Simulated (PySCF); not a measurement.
silicon monosulfide (SSi), SMILES [Si]=S (connectivity only; charge and spin as stated), neutral, multiplicity 1. Geometry optimised at PBE-D3(BJ)/def2-TZVPD.

TDDFT-LC-ωPBE/def2-TZVPD (PySCF) puts the lowest singlet excitations at 4.07, 4.35, 4.35, 4.38, 4.38, 6.21 eV.

Problem. What are the lowest excitation roots from PySCF with ADC(3)/aug-cc-pVDZ? (An estimate is asked for; the answer gives what the named calculation found.)

Solution. 4.15, 4.15, 4.15, 4.46, 4.46, 6.09 eV. S1 differs by 0.08 eV (second minus first; roots are paired by order, and the bases may differ).
